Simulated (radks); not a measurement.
The numbers below are computed, except where a source is named.
Species: the titanium ion Ti17+. Configuration: [He] 2s2 2p1 (the NIST ground configuration).

Code: a radial shooting solver on a logarithmic mesh with Libxc functionals. Model: Dirac Kohn-Sham, PBE, spin-unpolarised, spherical densities, point nucleus; open shells are shared between the two j in proportion to 2j + 1.

Energy parts (hartree):
| part | energy |
|---|---|
| total | -619.62413 |
| kinetic | 627.45307 |
| electron-nucleus | -1295.52575 |
| Hartree | 68.49379 |
| exchange-correlation | -20.04523 |

Orbitals (lengths in bohr, moments of r in powers of bohr; r(90%) holds 90 % of the orbital's charge):
orbital,occ.,eigenvalue (hartree),<r>,r(90%)
1s1/2,2,-211.7090,0.06918,0.123
2s1/2,2,-45.16358,0.2946,0.451
2p1/2,0.333333,-43.15765,0.2528,0.408
2p3/2,0.666667,-42.87539,0.2549,0.411

The highest occupied level is 2p3/2 at -1166.7 eV. The density falls to 0.001 e/bohr^3 at r = 0.89 bohr. Summed over all electrons, <r^2> = 0.2943 bohr^2, which gives a Langevin (diamagnetic) susceptibility term of -0.233 x 10^-6 cm^3/mol.
